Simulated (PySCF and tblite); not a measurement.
C₇H₈FNO, numbered as in [N:1]#[C:2][C@:3]1([F:4])[CH2:5][CH2:6][CH2:7][C@@H:8]2[O:9][C@H:10]12.

Geometries GFN2-xTB; weights from PBE0-D3(BJ)/pcSseg-1 energies and GFN2-xTB thermal corrections, with symmetry numbers and mirror pairs. Conformers within 2.5 kcal/mol (GFN2-xTB free energy) were kept, 3 at most. Couplings: B3LYP/6-31G* with pcJ-1 on H, F (gas phase; spin-dipole term only for pairs with B, N, F, Si or P). Couplings are for ¹⁹F, ¹H. H–H couplings come out 0.1 to 0.9 Hz lower than with pcJ-1 on all atoms. Of two unlike H on one atom, a is the less shielded (PBE0/pcSseg-1). (PySCF 2.14, tblite 0.8.)

The 6-ring runs over atoms 3–5–6–7–8–10.

```
conformer                                                        shape  weight %
        1  6-ring half-chair (ring torsions 68, -49, 16, -1, 18, -51°)      54.0
        2  6-ring half-chair (ring torsions -67, 55, -22, 0, -11, 43°)      46.0
```

Dihedral angles along the coupling paths:

| coupling | conformer | dihedral (°) |
| --- | --- | --- |
| ³J(F4,H5b) | 1 | -53 |
| ³J(F4,H5b) | 2 | 42 |
| ³J(F4,H5a) | 1 | -172 |
| ³J(F4,H5a) | 2 | -76 |
| ³J(F4,H10) | 1 | 51 |
| ³J(F4,H10) | 2 | 22 |
| ³J(H5b,H6a) | 1 | 67 |
| ³J(H5b,H6a) | 2 | -69 |
| ³J(H5b,H6b) | 1 | -52 |
| ³J(H5b,H6b) | 2 | 172 |
| ³J(H5a,H6a) | 1 | -173 |
| ³J(H5a,H6a) | 2 | 51 |
| ³J(H5a,H6b) | 1 | 69 |
| ³J(H5a,H6b) | 2 | -68 |

**Question.** What are these vicinal couplings in each conformer, and averaged?

**Answer.** 
```tsv
coupling	conformer	dihedral (°)	J (Hz)	average (Hz)
³J(F4,H5b)	1	-53	12.7	15.1
³J(F4,H5b)	2	42	18.0	15.1
³J(F4,H5a)	1	-172	31.9	17.1
³J(F4,H5a)	2	-76	-0.2	17.1
³J(F4,H10)	1	51	2.9	8.2
³J(F4,H10)	2	22	14.5	8.2
³J(H5b,H6a)	1	67	2.3	2.4
³J(H5b,H6a)	2	-69	2.5	2.4
³J(H5b,H6b)	1	-52	5.0	9.2
³J(H5b,H6b)	2	172	14.2	9.2
³J(H5a,H6a)	1	-173	13.9	10.1
³J(H5a,H6a)	2	51	5.6	10.1
³J(H5a,H6b)	1	69	2.5	2.3
³J(H5a,H6b)	2	-68	2.1	2.3
```

Computed couplings to fluorine can be off by tens of per cent at such levels.


Conformer gaps in pcSseg-1 on xTB geometries can be 2 kcal/mol off for S=O, P=O and other polar bonds.